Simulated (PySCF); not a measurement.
A species of formula C6H8FNO has this rotational fingerprint, computed with PBE0/def2-SVPD in PySCF (dipole) on a GFN2-xTB geometry, gas phase:

```
Rotational constants : A = 3480, B = 745.7, C = 621.4 MHz
Dipole components    : |μa| = 0.02 D, |μb| = 2.40 D, |μc| = 0.00 D
Inertial defect      : -9.63 u·Å²
κ                    : -0.91
```

**Question.** Which structure is it? (One computed conformer of each.)
A. `[CH2:1]=[C:2]([CH3:3])/[C:4]([F:5])=[CH:6]/[C:7]([NH2:8])=[O:9]` with C1–C2–C4–F5 0°, C4–C6–C7–N8 0°, C6–C7–N8–H 180° and 0°
B. `[CH3:1][N:2]([CH3:3])[C:4](=[O:5])[C:6]#[C:7][CH2:8][F:9]` with C1–N2–C4–O5 180°

**Answer.** B. It is CN(C)C(=O)C#CCF, a near-prolate asymmetric top, point group Cs. The candidates at the same level (rigid rotor, commonest isotopes):

```
              SMILES  A (MHz)  B (MHz)  C (MHz)  μa (D)  μb (D)  μc (D)  Δ (u·Å²)  point group                        rotor
C=C(C)/C(F)=C/C(N)=O     3291    970.7    753.1    3.28    1.90    0.00     -3.14           Cs               asymmetric top
     CN(C)C(=O)C#CCF     3480    745.7    621.4    0.02    2.40    0.00     -9.63           Cs  near-prolate asymmetric top
```

`C=C(C)/C(F)=C/C(N)=O` has B 30 % too high. In the right answer the mirror of this Cs structure is the ab plane, so μc vanishes by symmetry (the 0.01 D computed is a residue). No structure here is proved a minimum.
